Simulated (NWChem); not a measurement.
# SnH3O2Br; SMILES [OH][SnH]([OH])[Br]

Program: NWChem. All runs use the structure optimised with PBE0/def2-SVP. Not confirmed as a minimum by frequencies. def2 effective core potentials on Sn; no spin-orbit coupling. One conformer.

Diagonal of the polarisability tensor at B3LYP/def2-SVPD, static: 65.68, 82.52, 63.56 bohr³.

Problem. Find the mean polarisability volume, the molar refraction, and the refractive index that an ideal gas of it would have at 273.15 K and 1 atm.

Solution. 
1. Mean: one third of the trace = 70.59 bohr³ × 0.14818 Å³/bohr³ = 10.46 Å³.
2. Molar refraction (Lorentz-Lorenz): (4π/3) N_A α = 26.4 cm³/mol.
3. Number density p/kT = 2.687 × 10⁻⁵ Å⁻³; n − 1 = 2π N α = 17.66 × 10⁻⁴.
4. These hold the electronic response alone: vibrational and orientational terms add to the static dielectric constant.
